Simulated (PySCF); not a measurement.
Deuteron quadrupole couplings in `Fc1cc([SiH3])n(C2CC2)n1`

Compound: C6H9FN2Si.
Numbering: `[F:1][c:2]1[cH:3][c:4]([SiH3:5])[n:6]([CH:7]2[CH2:8][CH2:9]2)[n:10]1` (hydrogens: H11 on C3; H12, H13, H14 on Si5; H15 on C7; H16, H17 on C8; H18, H19 on C9)

Structure used (GFN2-xTB), in Å, numbered top down from 1:
```
atom  x, y, z in Å
F1     2.1399    2.7385    1.3517
C2     1.6038    1.6506    0.8019
C3     2.2845    0.5672    0.2509
C4     1.2777   -0.2870   -0.1806
Si5    1.4397   -1.9581   -1.0106
N6     0.1135    0.3287    0.1330
C7    -1.2029   -0.1467   -0.1040
C8    -2.2541    0.0891    0.9417
C9    -2.2943    0.8538   -0.3453
N10    0.2950    1.5026    0.7294
H11    3.3418    0.4262    0.1758
H12    0.8138   -2.9755   -0.1607
H13    2.8627   -2.2271   -1.1821
H14    0.7607   -1.9240   -2.3101
H15   -1.2019   -1.0779   -0.6545
H16   -2.9828   -0.6871    1.1161
H17   -1.9457    0.6257    1.8248
H18   -3.0528    0.6172   -1.0751
H19   -2.0083    1.8931   -0.3098
```

Level: PBE0/pcSseg-1 (PySCF, non-relativistic); Q(2H) = 0.00286 b; rigid geometry, the same for H and D, with no vibrational averaging.

Question: Rank these positions by the coupling χzz of a deuteron there, largest first.
A. H15 (methine hydrogen)
B. H11 (aromatic hydrogen)
C. H13 (Si–H hydrogen)
D. H16 (methylene hydrogen)
E. H14 (Si–H hydrogen)

Answer: B (237 kHz), D (224 kHz), A (214 kHz), C (111 kHz), E (107 kHz).

Q: Give the electric field gradient Vzz (the principal value of largest size), its asymmetry and the 2H coupling at each hydrogen.

A: 
| atom | bonded to | bond length (Å) | Vzz (au) | η | χzz (kHz) |
| --- | --- | --- | --- | --- | --- |
| H11 | C3 | 1.069 | 0.3526 | 0.08 | 237 |
| H12 | Si5 | 1.466 | 0.1600 | 0.02 | 108 |
| H13 | Si5 | 1.458 | 0.1655 | 0.02 | 111 |
| H14 | Si5 | 1.467 | 0.1594 | 0.02 | 107 |
| H15 | C7 | 1.082 | 0.3182 | 0.16 | 214 |
| H16 | C8 | 1.079 | 0.3327 | 0.06 | 224 |
| H17 | C8 | 1.078 | 0.3285 | 0.06 | 221 |
| H18 | C9 | 1.079 | 0.3326 | 0.06 | 223 |
| H19 | C9 | 1.079 | 0.3272 | 0.06 | 220 |

Q: Average by the element that carries the hydrogen.

A: on C: 223 kHz over 6 positions, mean bond length 1.078 Å; on Si: 109 kHz over 3 positions, mean bond length 1.464 Å.

Q: Give the 2H NMR doublet splittings at H16 for a magnetic field along the z, y and x axes of the gradient: 3χ/2, 3χ(1 + η)/4, 3χ(1 − η)/4.

A: With |χ| = 223.6 kHz and η = 0.063: 335, 178 and 157 kHz, to first order and without motion.

One conformer (not necessarily the lowest) at the GFN2-xTB geometry, without solvent, vibrations or thermal averaging. GFN2-xTB bond lengths can be off by several hundredths of an ångström, more for odd bonds, and the gradients follow them. A larger basis could move these couplings by a tenth or more.
